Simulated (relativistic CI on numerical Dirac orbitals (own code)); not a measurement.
Computed by Dirac-Coulomb-Breit CI, orbitals from a KLI potential per configuration, a model potential for QED, unscaled Slater integrals (own radial code, finite nucleus).

Configuration list (outside the closed core 1s2): 2s²2p³, 2s2p⁴, 2p⁵, 2s²2p²3s, 2p⁴3s, 2p⁴3p, 2s²2p²3p, 2p⁴3d, 2s²2p²3d, 2s2p³3s, 2s2p³3p, 2s2p³3d, 2s²2p²4s, 2s²2p²4p, 2s²2p²4d, 2s²2p²4f, 2s²2p3s², 2s²2p3s3p, 2s2p³4s, 2s²2p²5s, 2s²2p3s3d, 2s²2p3p², 2s²2p²5p, 2s2p³4p, 2s²2p²5d, 2s²2p²5f, 2s²2p²5g, 2s2p³4d, 2s2p³4f, 2s²2p3p3d, 2s2p²3s², 2s²2p3d², 2s2p²3s3p, 2s2p²3s3d, 2s2p²3p², 2s2p²3p3d. Levels of other configurations are missing.

At this charge energies of transitions that change n are usually good to better than 1 %, and those within a shell (Δn = 0) to a few per cent.

Outline of the computed level scheme of Pb LXXVI. Lowest level of each configuration: 2s²2p³ ²P°3/2 at 0.0 eV; 2s2p⁴ ⁴P5/2 at 2666.3 eV; 2p⁵ ²P°3/2 at 5538.8 eV; 2s²2p²3s ⁴P1/2 at 10806.3 eV; 2s²2p²3p ²P°1/2 at 10931.1 eV; 2s²2p²3d ²D3/2 at 11713.5 eV; 2s2p³3s ⁴P°5/2 at 13446.7 eV; 2s2p³3p ⁴P3/2 at 13582.8 eV.

Some strong electric-dipole decays among the lowest 45 levels: 2s²2p²3d ²D5/2 → 2s²2p³ ²P°3/2 (2.3e+15 s⁻¹); 2s2p³3p ²P1/2 → 2s²2p³ ²P°3/2 (8.3e+14 s⁻¹); 2s2p³3p ²D5/2 → 2s²2p³ ²P°3/2 (8.2e+14 s⁻¹); 2s2p³3p ²D3/2 → 2s²2p³ ²P°3/2 (5.3e+14 s⁻¹); 2s²2p²3d ⁴F3/2 → 2s²2p³ ²P°3/2 (4.0e+14 s⁻¹); 2s²2p²3d ²D3/2 → 2s²2p³ ²P°3/2 (4.0e+14 s⁻¹); 2s²2p²3s ⁴P1/2 → 2s²2p³ ²P°3/2 (3.9e+14 s⁻¹); 2s²2p²3s ²P1/2 → 2s²2p³ ⁴S°3/2 (3.3e+14 s⁻¹).

LS names give the leading component of a level, which can be under half, so a name can repeat, a term be missing and a line seem to break the LS rules.
